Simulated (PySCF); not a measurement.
PySCF input for Nb(O)(F)(Me)2 (C₂H₆FNbO), SMILES [CH3][Nb]([CH3])(=[O])[F], multiplicity 1, PBE-D3(BJ)/def2-SVP. Geometry: PBE-D3(BJ)/def2-SVP. The spin state was assumed, not searched. The def2 effective core potentials stand for the cores of Nb; spin–orbit coupling is left out.

```python
import numpy as np
from pyscf import gto, scf, dft, df
from pyscf.hessian import thermo

mol = gto.M(
    atom='''
    Nb    0.03558733   -0.07723441   -0.00000000
    O     1.74298730   -0.16414492   -0.00000000
    F    -0.74439402   -1.79255394   -0.00000000
    C    -0.45599831    1.06958781   -1.75217775
    H    -0.06127305    2.10120376   -1.61040140
    H    -1.55828606    1.12386863   -1.89231430
    H     0.00383262    0.66377868   -2.67765350
    C    -0.45599831    1.06958780    1.75217776
    H     0.00383263    0.66377867    2.67765351
    H    -1.55828605    1.12386862    1.89231432
    H    -0.06127304    2.10120374    1.61040142
    ''',
    basis='def2-SVP',
    ecp={'Nb': 'def2-svp'},
    charge=0,
    spin=0,
    max_memory=1600,
    verbose=3,
)
mf = dft.RKS(mol, xc='pbe').density_fit(auxbasis='def2-universal-jkfit')
mf.disp = 'd3bj'
mf.grids.level = 3
mf.conv_tol = 1e-11
mf.max_cycle = 100
mf.kernel()

# [left out here: the lines that compute and print the analytic Hessian (its translational invariance restored by hand, since the grid's response is missing), thermochemistry and intensities]
```

Output:

```
[...]
Irrep
Freq [cm^-1]                      232.8668            421.3859            515.6493
Reduced mass [au]                  10.8641              1.3257              1.3216
Force const [Dyne/A]                0.3471              0.1387              0.2070
Char temp [K]                     335.0435            606.2805            741.9045
Normal mode                   x     y     z       x     y     z       x     y     z
       0  Nb                -0.01  0.03 -0.00   -0.00 -0.00  0.01   -0.00  0.00  0.00
       1   O                -0.02 -0.19  0.00   -0.00  0.00 -0.01   -0.00  0.00  0.00
       2   F                 0.11 -0.01  0.00   -0.00 -0.00  0.02    0.01  0.04 -0.00
       3   C                -0.03  0.01 -0.02   -0.01  0.10 -0.02    0.00 -0.08 -0.06
       4   H                -0.08  0.03 -0.06   -0.13  0.19 -0.42    0.11 -0.16  0.37
       5   H                -0.04 -0.03  0.02   -0.00 -0.09 -0.19   -0.00  0.14  0.08
       6   H                -0.06  0.01 -0.04    0.11 -0.23  0.18   -0.10  0.30 -0.26
       7   C                -0.03  0.01  0.02    0.01 -0.10 -0.02    0.00 -0.08  0.06
       8   H                -0.06  0.01  0.04   -0.11  0.23  0.18   -0.10  0.30  0.26
       9   H                -0.04 -0.03 -0.02    0.00  0.09 -0.19   -0.00  0.14 -0.08
      10   H                -0.08  0.03  0.06    0.13 -0.19 -0.42    0.11 -0.16 -0.37
Mode                                 9                  10                  11
Irrep
Freq [cm^-1]                      529.7490            545.3780            574.1928
Reduced mass [au]                   3.6541              2.0852              1.3333
Force const [Dyne/A]                0.6042              0.3654              0.2590
Char temp [K]                     762.1909            784.6775            826.1356
Normal mode                   x     y     z       x     y     z       x     y     z
       0  Nb                -0.02  0.03 -0.00    0.00 -0.00  0.04   -0.01  0.01  0.00
       1   O                -0.01 -0.01 -0.00    0.00 -0.00  0.01   -0.02  0.02  0.00
       2   F                 0.02  0.02  0.00    0.00 -0.00 -0.02   -0.02 -0.05 -0.00
       3   C                 0.04 -0.09  0.14   -0.07  0.03 -0.11    0.09  0.01 -0.02
       4   H                 0.04 -0.09  0.14    0.10 -0.06  0.11   -0.17  0.12 -0.13
       5   H                 0.04 -0.11  0.15   -0.03  0.28 -0.30    0.01 -0.27  0.38
       6   H                 0.05 -0.12  0.16    0.03  0.13 -0.10   -0.19  0.11 -0.19
       7   C                 0.04 -0.09 -0.14    0.07 -0.03 -0.11    0.09  0.01  0.02
       8   H                 0.05 -0.12 -0.16   -0.03 -0.13 -0.10   -0.19  0.11  0.19
       9   H                 0.04 -0.11 -0.15    0.03 -0.28 -0.30    0.01 -0.27 -0.38
      10   H                 0.04 -0.09 -0.14   -0.10  0.06  0.11   -0.17  0.12  0.13
Mode                                12                  13                  14
Irrep
Freq [cm^-1]                      583.7457            692.8739            999.7751
Reduced mass [au]                   1.5691             10.8688             17.2769
Force const [Dyne/A]                0.3150              3.0743             10.1747
Char temp [K]                     839.8801            996.8913           1438.4538
Normal mode                   x     y     z       x     y     z       x     y     z
       0  Nb                 0.00 -0.00  0.03    0.02  0.04 -0.00   -0.04  0.00  0.00
       1   O                 0.00 -0.00 -0.04    0.02 -0.02 -0.00    0.23 -0.01 -0.00
       2   F                 0.00  0.00 -0.00   -0.08 -0.18  0.00    0.00 -0.00 -0.00
       3   C                 0.06  0.04 -0.08   -0.02 -0.02 -0.00    0.01  0.01 -0.01
       4   H                -0.16  0.12 -0.11    0.05 -0.06  0.09   -0.01  0.01  0.01
       5   H                -0.01 -0.16  0.28   -0.01  0.07 -0.06   -0.00 -0.02  0.03
       6   H                -0.20  0.20 -0.27    0.03  0.01  0.01   -0.01 -0.01 -0.01
       7   C                -0.06 -0.04 -0.08   -0.02 -0.02  0.00    0.01  0.01  0.01
       8   H                 0.20 -0.20 -0.27    0.03  0.01 -0.01   -0.01 -0.01  0.01
       9   H                 0.01  0.16  0.28   -0.01  0.07  0.06   -0.00 -0.02 -0.03
      10   H                 0.16 -0.12 -0.11    0.05 -0.06 -0.09   -0.01  0.01 -0.01
Mode                                15                  16                  17
Irrep
Freq [cm^-1]                     1119.7766           1128.1811           1332.0952
Reduced mass [au]                   1.2710              1.2566              1.0625
Force const [Dyne/A]                0.9390              0.9423              1.1108
Char temp [K]                    1611.1093           1623.2014           1916.5884
Normal mode                   x     y     z       x     y     z       x     y     z
       0  Nb                -0.00  0.00  0.00    0.00 -0.00  0.00    0.00 -0.00 -0.00
       1   O                -0.00  0.00  0.00   -0.01 -0.00  0.00   -0.00  0.00  0.00
       2   F                 0.00  0.00  0.00    0.00  0.00  0.00   -0.00  0.00  0.00
       3   C                -0.02  0.06 -0.08   -0.02  0.05 -0.08    0.02 -0.03 -0.03
       4   H                 0.12 -0.07  0.33    0.12 -0.07  0.34   -0.42  0.13  0.09
       5   H                -0.06 -0.21  0.27   -0.06 -0.20  0.28    0.02  0.43  0.17
       6   H                 0.13 -0.30  0.17    0.13 -0.29  0.17    0.10 -0.17  0.08
       7   C                 0.02 -0.06 -0.08   -0.02  0.05  0.08   -0.02  0.03 -0.03
       8   H                -0.13  0.30  0.17    0.13 -0.29 -0.17   -0.10  0.17  0.08
       9   H                 0.06  0.21  0.27   -0.06 -0.20 -0.28   -0.02 -0.43  0.17
      10   H                -0.12  0.07  0.33    0.12 -0.07 -0.34    0.42 -0.13  0.09
Mode                                18                  19                  20
Irrep
Freq [cm^-1]                     1340.0715           1343.8865           1349.7042
Reduced mass [au]                   1.0606              1.0603              1.0574
Force const [Dyne/A]                1.1222              1.1282              1.1349
Char temp [K]                    1928.0645           1933.5535           1941.9239
Normal mode                   x     y     z       x     y     z       x     y     z
       0  Nb                 0.00 -0.00  0.00    0.00  0.00  0.00   -0.00 -0.00 -0.00
       1   O                -0.00  0.00 -0.00   -0.00  0.00 -0.00    0.00  0.00  0.00
       2   F                -0.00  0.00 -0.00   -0.00 -0.00  0.00    0.00  0.00 -0.00
       3   C                 0.02 -0.03 -0.03   -0.04 -0.02 -0.01   -0.04 -0.02 -0.01
       4   H                -0.42  0.13  0.07    0.14 -0.05 -0.27    0.16 -0.05 -0.28
       5   H                 0.01  0.44  0.19   -0.06  0.08  0.32   -0.07  0.06  0.31
       6   H                 0.12 -0.16  0.09    0.42  0.27  0.09    0.42  0.28  0.08
       7   C                 0.02 -0.03  0.03    0.04  0.02 -0.01   -0.04 -0.02  0.01
       8   H                 0.12 -0.16 -0.09   -0.42 -0.27  0.09    0.42  0.28 -0.08
       9   H                 0.01  0.44 -0.19    0.06 -0.08  0.32   -0.07  0.06 -0.31
      10   H                -0.42  0.13 -0.07   -0.14  0.05 -0.27    0.16 -0.05  0.28
Mode                                21                  22                  23
Irrep
Freq [cm^-1]                     2940.7342           2943.1188           3040.2203
Reduced mass [au]                   1.0337              1.0338              1.1007
Force const [Dyne/A]                5.2667              5.2760              5.9943
Char temp [K]                    4231.0617           4234.4927           4374.2002
Normal mode                   x     y     z       x     y     z       x     y     z
       0  Nb                 0.00 -0.00  0.00    0.00 -0.00 -0.00    0.00  0.00  0.00
       1   O                -0.00  0.00  0.00   -0.00  0.00 -0.00   -0.00 -0.00 -0.00
       2   F                -0.00  0.00  0.00    0.00  0.00 -0.00   -0.00 -0.00  0.00
       3   C                -0.01  0.02 -0.02    0.01 -0.02  0.02    0.04  0.04  0.02
       4   H                -0.16 -0.41 -0.07    0.16  0.40  0.06   -0.17 -0.46 -0.06
       5   H                 0.42 -0.01  0.04   -0.43  0.01 -0.05   -0.43  0.03 -0.05
       6   H                -0.14  0.13  0.26    0.14 -0.13 -0.26    0.07 -0.04 -0.11
       7   C                 0.01 -0.02 -0.02    0.01 -0.02 -0.02   -0.04 -0.04  0.02
       8   H                 0.14 -0.13  0.26    0.14 -0.13  0.26   -0.07  0.04 -0.11
       9   H                -0.42  0.01  0.04   -0.43  0.01  0.05    0.43 -0.03 -0.05
      10   H                 0.16  0.41 -0.07    0.16  0.40 -0.06    0.17  0.46 -0.06
Mode                                24                  25                  26
Irrep
Freq [cm^-1]                     3042.9266           3062.3754           3062.8165
Reduced mass [au]                   1.1008              1.1002              1.1008
Force const [Dyne/A]                6.0056              6.0790              6.0839
Char temp [K]                    4378.0938           4406.0763           4406.7110
Normal mode                   x     y     z       x     y     z       x     y     z
       0  Nb                 0.00  0.00 -0.00    0.00 -0.00  0.00   -0.00  0.00  0.00
       1   O                -0.00 -0.00  0.00   -0.00  0.00 -0.00    0.00 -0.00 -0.00
       2   F                -0.00 -0.00 -0.00   -0.00  0.00 -0.00    0.00 -0.00 -0.00
       3   C                 0.04  0.04  0.02    0.04 -0.03 -0.04   -0.04  0.03  0.04
       4   H                -0.17 -0.47 -0.06    0.05  0.11  0.01   -0.05 -0.10 -0.01
       5   H                -0.42  0.03 -0.05   -0.30  0.01 -0.05    0.31 -0.01  0.05
       6   H                 0.06 -0.04 -0.10   -0.24  0.21  0.49    0.24 -0.21 -0.49
       7   C                 0.04  0.04 -0.02    0.04 -0.03  0.04    0.04 -0.03  0.04
       8   H                 0.06 -0.04  0.10   -0.24  0.21 -0.49   -0.24  0.21 -0.49
       9   H                -0.42  0.03  0.05   -0.30  0.01  0.05   -0.31  0.01  0.05
      10   H                -0.17 -0.47  0.06    0.05  0.11 -0.01    0.05  0.10 -0.01
temperature 298.1500 [K]
pressure 101325.00 [Pa]
Rotational constants [GHz] 2.99171 2.96808 2.49386
Symmetry number 1
Zero-point energy (ZPE) 0.07201 [Eh]   189074.763 [J/mol]
                           tot       elec      trans        rot        vib
Entropy [J/mol/K]       387.166      0.000    171.883    113.285    101.999
Cv [J/mol/K]            119.643      0.000     12.472     12.472     94.700
Cp [J/mol/K]            127.958      0.000     20.786     12.472     94.700
Internal energy [J/mol]                      3718.434   3718.434 204920.545
Internal energy [Eh]   -311.47518  -311.55607
Enthalpy [J/mol]                             6197.391   3718.434 204920.545
Enthalpy [Eh]          -311.47424
Gibbs free energy [J/mol]                  -45049.486 -30057.422 174509.655
Gibbs free energy [Eh] -311.51821
mode   freq/cm-1   IR/(km/mol)
   1       57.83         0.007
   2       87.74         0.493
   3      143.30         0.041
   4      148.62         2.181
   5      154.91         0.458
   6      216.90         4.283
   7      232.87         7.242
   8      421.39         2.080
   9      515.65        11.127
  10      529.75        23.315
  11      545.38        61.252
  12      574.19        14.277
  13      583.75        25.737
  14      692.87       124.079
  15      999.78       134.882
  16     1119.78         8.027
  17     1128.18        11.730
  18     1332.10        15.924
  19     1340.07         5.410
  20     1343.89         0.422
  21     1349.70        16.909
  22     2940.73         4.836
  23     2943.12         0.653
  24     3040.22         0.583
  25     3042.93         4.825
  26     3062.38         1.413
  27     3062.82         0.050
max |gradient| / (hartree/bohr): 0.000248435421207069
APT charges: [ 1.8501e+00 -6.4400e-01 -5.7430e-01 -3.7920e-01  1.9600e-02 -4.0000e-04
  4.4100e-02 -3.7920e-01  4.4100e-02 -4.0000e-04  1.9600e-02]
```

The run converged.
